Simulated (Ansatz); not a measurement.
Consider the ligand exchange at a Ge–S bond: `F[SiH](F)[S][GeH3]` + `NB(O)Cl` → `NB(Cl)[O][GeH3]` + `F[SiH](F)S`.

Gas-phase electronic energies from Ansatz, PBE0-D4/def2-TZVP geometries. CBS: MP2 limit from def2 TZ/QZ plus the TZ coupled-cluster correction, frozen cores. DFT in def2-TZVPP. For Ge outer-core shells are correlated without core-valence functions, which leaves a few kJ/mol of doubt a bond. Scalar relativity is left out up to krypton. One conformer a species, not always the lowest.

CCSD(T)/CBS gives +36.6 kJ/mol.

Problem. Another level gave +45.8 kJ/mol. Which?
A. SCS-MP2/def2-TZVPP
B. HF/def2-TZVPP
C. PBE0-D4/def2-TZVPP
D. r2SCAN/def2-TZVPP

Solution. C. PBE0-D4 45.8, SCS-MP2/def2-TZVPP 30.1, r2SCAN 40.7, HF/def2-TZVPP 24.8 kJ/mol.

Largest T1 diagnostic among the species: 0.012.

In def2-TZVPP, CCSD(T) changes the Hartree–Fock value by +7.0 kJ/mol (the triples alone add +1.3 kJ/mol) and MP2 by +11.0 kJ/mol.
